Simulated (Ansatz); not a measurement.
Reaction (cleavage of the Si–Si bond): `C=C[Si@@H](O)[Si@@H](O)F` + H–F → `O[SiH](F)F` + `C=C[SiH2]O`

Isolated molecules relaxed with PBE0-D4/def2-TZVP in Ansatz; ΔE leaves out vibrations. CCSD(T)/CBS is the MP2 limit (def2-TZVPP, def2-QZVPP) plus CCSD(T) − MP2 in def2-TZVPP, frozen cores. This one scheme is used for every species. Functionals use def2-TZVPP. One conformer a species, not always the lowest.

```tsv
level	ΔE (eV)
B2PLYP	-1.96
PBE0	-1.75
```

**Question.** What does CCSD(T)/CBS give? (An estimate is asked.)

**Answer.** Ansatz gave: -1.85 eV. The listed levels differ from it by -0.11, 0.10 eV.

Largest T1 diagnostic among the species: 0.012.

In def2-TZVPP, CCSD(T) changes the Hartree–Fock value by +0.33 eV (the triples alone add +0.05 eV) and MP2 by +0.29 eV. The D4 term adds +0.12 eV with B3LYP and +0.07 eV with PBE0; it sums over pairs of atoms, weighted by their polarisabilities, and B3LYP, whose exchange is more repulsive, gets the larger term.

B3LYP here is the variant with VWN-RPA as its local correlation; programs differ in this.
